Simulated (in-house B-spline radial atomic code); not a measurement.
## PBE hybrid excitations of Ge III (Ge2+)

Method: PBE hybrid with 0.7 exact exchange. Computed with an all-electron radial atomic-structure program (B-spline basis): linear response of the closed shell [Ar] 3d10 4s2 with the functional's adiabatic kernel; scalar-relativistic (spin-free one-electron X2C), finite nucleus, no spin-orbit coupling, no double excitations, S, P, D and F terms only; shells from n = 2 respond. Only terms of natural parity with L up to 3 were computed.

Command:
```bash
python run_td.py task.json out
```
Settings (radii: box in bohr, nucleus in fm):
```
Z                        32
electrons                30
configuration            [Ar] 3d10 4s2
hamiltonian              x2c
method                   pbeh
box_radius               29.48
exact_exchange_fraction  0.7
rms_radius               4.0742
intervals                73
```

Run time, properties included: 2.4 s on 1 thread of Arm Neoverse N1, with other jobs on the host.

The lowest states, in the order of their Tamm-Dancoff energies; the method's threshold (minus the highest occupied level) is 32.11 eV. Labels give the largest channel, * marks a mixed state, and oscillator strengths are full-response dipole values. Semilocal kernels can invert the small singlet-triplet splittings of Rydberg terms. Energies in eV:

```json
{"state": "4s → 4p 3P", "full response": "6.842", "Tamm-Dancoff": "7.193", "oscillator strength": "-"}
{"state": "4s → 4p 1P", "full response": "10.869", "Tamm-Dancoff": "11.239", "oscillator strength": "1.68"}
{"state": "4s → 5s 3S", "full response": "19.092", "Tamm-Dancoff": "19.103", "oscillator strength": "-"}
{"state": "4s → 4d 3D", "full response": "19.465", "Tamm-Dancoff": "19.481", "oscillator strength": "-"}
{"state": "4s → 5s 1S", "full response": "19.798", "Tamm-Dancoff": "19.821", "oscillator strength": "-"}
{"state": "4s → 4d 1D", "full response": "20.115", "Tamm-Dancoff": "20.128", "oscillator strength": "-"}
{"state": "4s → 5p 3P", "full response": "21.898", "Tamm-Dancoff": "21.911", "oscillator strength": "-"}
{"state": "4s → 5p 1P", "full response": "22.252", "Tamm-Dancoff": "22.291", "oscillator strength": "0.00393"}
{"state": "4s → 6s 3S", "full response": "?", "Tamm-Dancoff": "?", "oscillator strength": "-"}
{"state": "4s → 4f 3F", "full response": "?", "Tamm-Dancoff": "?", "oscillator strength": "-"}
{"state": "4s → 6s 1S", "full response": "25.452", "Tamm-Dancoff": "25.460", "oscillator strength": "-"}
{"state": "4s → 4f 1F", "full response": "25.463", "Tamm-Dancoff": "25.464", "oscillator strength": "-"}
{"state": "4s → 5d 3D", "full response": "25.512", "Tamm-Dancoff": "25.516", "oscillator strength": "-"}
{"state": "4s → 5d 1D", "full response": "25.692", "Tamm-Dancoff": "25.696", "oscillator strength": "-"}
{"state": "4s → 6p 3P", "full response": "26.380", "Tamm-Dancoff": "26.383", "oscillator strength": "-"}
{"state": "4s → 6p 1P", "full response": "26.486", "Tamm-Dancoff": "26.498", "oscillator strength": "0.00614"}
```

(1) Where does 4s → 4f 3F lie?

(2) Where does 4s → 6s 3S lie?

(3) How large is the singlet-triplet splitting of 4s → 4p (P terms) in Tamm-Dancoff?

(4) What polarisabilities and dispersion coefficient does the method give?

Results:

(1) At 25.422 eV in full response, 25.424 eV in Tamm-Dancoff.

(2) At 25.266 eV in full response, 25.269 eV in Tamm-Dancoff.

(3) 4.05 eV, from the unrounded values.

(4) Dipole 11.59 bohr³, quadrupole 31.39 bohr⁵, C6 46.54 hartree·bohr⁶ for two such species.
